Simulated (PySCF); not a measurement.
# Core-level binding energies of `[H]/N=C1/C=C(C#C)C1`

C6H5N.
Atom-mapped SMILES: `[H]/[N:6]=[C:5]1/[CH:4]=[C:3]([C:2]#[CH:1])[CH2:7]1`

The calculation used delta-SCF UKS SCAN, pcX-2 on the ionised atom, pcseg-1 elsewhere, spin-free X2C in PySCF 2.14.0. Vertical ΔSCF values, vacuum level as zero.

Problem. What binding energy does each computed site have?

Solution. 
```tsv
atom(s)	bonded to	level	binding energy (eV)	above the level's lowest (eV)	count
C1	C (triple bond) and H	C 1s	290.26	0.00	1
C4	C (double bond), C and H	C 1s	290.39	+0.13	1
C2	C (triple bond) and C	C 1s	290.94	+0.68	1
C7	2 C and 2 H	C 1s	290.97	+0.71	1
C3	C (double bond) and 2 C	C 1s	291.39	+1.13	1
C5	N (double bond) and 2 C	C 1s	291.84	+1.58	1
N6	C (double bond) and H	N 1s	403.92	0.00	1
```

The listed C 1s values span 1.58 eV, from C1 (bonded to C (triple bond) and H) to C5 (bonded to N (double bond) and 2 C). Summing the Pauling electronegativity differences to the bonded atoms, each weighted by its formal bond order, gives -0.35 for the lowest site and +0.98 for the highest; no listed site has a larger sum than the highest. The smallest sum, -0.70, belongs to C7, 0.71 eV above the lowest. The values 290.94 and 290.97 eV lie too close for their order to be trusted.

Problem. What is the longest wavelength that can ionise C 1s of C1 vertically?

Solution. λ = hc/E = 12398.42 eV Å / 290.26 eV = 42.715 Å.

Problem. What is the C 1s shift of C2 against C5?

Solution. 290.94 − 291.84 = -0.90 eV, or -87 kJ/mol.

The unrestricted hole states depart most from a pure doublet (⟨S²⟩ = 0.75; over 0.85 named) for C 1s of C1 (0.92), C 1s of C2 (0.99), C 1s of C3 (0.97) and C 1s of C5 (0.92), which makes these values less certain. Isolated species at its GFN2-xTB geometry, gas phase.

The run took 2.8 min on an Arm Neoverse N1 with one thread, no GPU, shared host, and the process peaked at 0.62 GiB of memory.
